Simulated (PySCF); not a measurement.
FH3S3Ti, SMILES [SH][Ti]([SH])([SH])[F], multiplicity 1. Geometry optimised at PBE0-D3(BJ)/def2-SVP. The multiplicity is an assumed one; no other spin state was optimised. The structure was generated by enumeration; whether it is a known compound was not checked. Other conformers were not sampled.

Computed equilibrium geometry at PBE0-D3(BJ)/def2-SVP (PySCF confirms it by a frequency run) as a Z-matrix (one conformer of several):
```
Ti
F 1 1.7305
S 1 2.2547 2 113.54
H 3 1.3580 1 89.63 2 -47.04
S 1 2.2598 2 111.86 4 141.50
H 5 1.3560 1 88.18 2 153.96
S 1 2.2683 2 111.73 4 -94.87
H 7 1.3579 1 90.00 2 -42.02
```
Charge 0, spin multiplicity 1.
